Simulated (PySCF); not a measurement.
Calculation: PySCF with B3LYP-D3(BJ)/def2-TZVP // r2SCAN-D4/def2-SVP. Gas-phase values, no solvent. One relaxed conformer stands for a flexible species; it need not be the lowest. B3LYP has the VWN-RPA correlation part, as in Gaussian. 

Reference species: [Nb(Cl)4(NH2)] (neutral, multiplicity 1).

- LUMO: -4.23 eV
- mean distance from the central atom to its bonded neighbours: 2.244 Å

Changed species: [Nb(Cl)3(NH2)2] (2 of 5 Cl replaced by NH2; the reference has 1 of 5 Cl replaced by NH2).

Task: Predict the effect on the LUMO and mean distance from the central atom to its bonded neighbours.

Result: the LUMO rises by 0.62 eV, to -3.61 eV; the mean distance from the central atom to its bonded neighbours falls by 0.052 Å, to 2.192 Å.
